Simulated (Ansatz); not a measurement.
A nudged elastic band was laid between two geometries of CH4MgSi2 (8 atoms, charge 0, multiplicity 1).

Method: RKS PBE-D4/def2-SVP in Ansatz 0.2.0.

| Item | Value |
| --- | --- |
| movable images | 5 |
| climbing image | yes |
| spring | 5.0 eV/Å² |
| optimiser | quadratic models (default) |
| start path | IDPP |
| force threshold | 0.05 eV/Å |
| iteration limit | 60 |
| end points | relaxed |

First end point:

```xyz
8
Properties=species:S:1:pos:R:3
Si 3.240 1.586 -0.160
C 1.736 1.312 -0.833
Mg 0.076 0.223 -0.306
Si -2.041 -1.120 0.296
H 4.566 2.284 -0.302
H -2.568 -0.800 1.678
H -1.815 -2.616 0.279
H -3.193 -0.868 -0.652
```

Last end point:

```xyz
8
Properties=species:S:1:pos:R:3
Si 3.073 1.807 -0.570
C 2.201 0.693 0.319
Mg 0.296 -0.070 0.241
Si -2.081 -1.067 0.197
H 4.387 2.519 -0.742
H -2.861 -0.792 1.463
H -2.089 -2.570 0.026
H -2.925 -0.520 -0.934
```

**Question.** Which bonds break or form, and what moves?

**Answer.** No bond is made or broken.

**Question.** What energy profile does the band end with?

**Answer.** The forces met the threshold. The highest image is number 2 of 0 to 6, 0.1 kJ/mol above the ends, which have the same energy within 2 meV. The top lies less than 8 meV above the higher end, about what the thresholds resolve: that end is a shoulder or a very shallow well. A vibrational analysis at the climbing image gives no mode beyond 40i cm⁻¹: the surface is too flat there to confirm a saddle point.

```
image  path coordinate (Å)  energy (kJ/mol)
    0                 0.00              0.0
    1                 0.42              0.0
    2                 0.83              0.1
    3                 1.26              0.1
    4                 1.69              0.0
    5                 2.11              0.0
    6                 2.54              0.0
```

**Question.** What is the geometry of the highest image?

**Answer.** 
```xyz
8
Properties=species:S:1:pos:R:3
Si 3.146 1.846 -0.121
C 2.003 0.828 -0.789
Mg 0.193 -0.006 -0.291
Si -2.068 -1.106 0.282
H 4.478 2.511 -0.332
H -2.557 -0.747 1.668
H -2.014 -2.617 0.245
H -3.181 -0.709 -0.662
```

Time of the run: 5.9 min on 1 thread of Arm Neoverse N1, with other jobs on the host, peak memory 0.27 GiB.
